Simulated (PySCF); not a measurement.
B(Cl)(H)(SiH3), H4BClSi, SMILES [SiH3]BCl, singlet at its CAM-B3LYP/def2-SVP optimised geometry (Å):

```
7

B      0.8363    -0.2867     0.0000
Cl     1.7613    -1.1204     1.2213
H      1.4754     0.2843    -0.8458
Si    -1.1840    -0.2867     0.0000
H     -1.6712    -0.9369    -1.2528
H     -1.6824     1.1204     0.0000
H     -1.7613    -1.0043     1.1704
```

Computed with CAM-B3LYP/def2-TZVP (PySCF). Cells within 0.4 Å of a nucleus heavier than hydrogen are left out (blank, or x).

Map of the Laplacian of the electron density (e/bohr⁵), clipped to [-1.50, 1.50] on the plane z = 1.5 Å:

```
|333333333333333333333333333|
|333333333333333333333333333|
|333333333333333333333333333|
|333333333333333333333333333|
|333333333333333333333333333|
|333333333333333333333333333|
|333333333333333333333333333|
|333333333333333333333333333|
|333333333333333333333333333|
|333333333333333333333333333|
|333333333333333333333333333|
|333333333333333333333333333|
|333333333333333333333333333|
|333333333333333333333333333|
|333333333333333333333333333|
|333333333333333332011333333|
|3333333333333333309x8233333|
|333333333333333330xx9233333|
|333333333333333331391333333|
|333333333333333333223333333|
|333333333333333333333333333|
|333333333333333333333333333|
|333333333333333333333333333|
|333333333333333333333333333|
|333333333333333333333333333|
|333333333333333333333333333|
|333333333333333333333333333|
```
Scale: ten equal steps from -0.699 (start of '0') to 1.50 (end of '9'), in the order '0123456789'; x runs from -4.00 to 4.00, y from -4.00 (bottom) to 4.00 (top).
